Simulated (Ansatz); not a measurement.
Basis sets compared for the cluster Hg₃⁻. The state is a doublet with charge -1. Geometry r2SCAN/def2-TZVPD. Ansatz on 4 threads of Arm Neoverse V2 on a shared host; times are rough, and most runs start from earlier orbitals.

```xyz
3

Hg   -0.965    1.445    0.386
Hg    0.066   -0.605   -1.672
Hg    0.899   -0.840    1.286
```

In the def2 sets Hg takes a core potential; there is no spin–orbit coupling. At PBE/def2-SVPD, PBE/def2-TZVPD, PBE0/def2-SVPD, PBE0/def2-TZVPD the highest occupied level of the charge -1 doublet lies above zero (up to 2.03 eV). By energy differences its removal costs 0.31 eV (vertical, to the charge 0 singlet, at PBE0/def2-TZVPD). The structure comes from a short search, and lower isomers may exist.

```
         level  functions  energy (Eh)  HOMO (eV)  LUMO (eV)  wall time
 PBE/def2-SVPD        105    -460.6507       2.03       2.39      1.6 s
PBE0/def2-SVPD        105    -460.5246       1.47       2.92      3.6 s
```

**Question.** Estimate the rows for PBE/def2-TZVPD, PBE0/def2-TZVPD.

**Answer.** 
```tsv
level	functions	energy (Eh)	HOMO (eV)	LUMO (eV)	wall time
PBE/def2-TZVPD	138	-460.6813	1.41	1.80	2.2 s
PBE0/def2-TZVPD	138	-460.5536	0.94	2.31	3 s
```
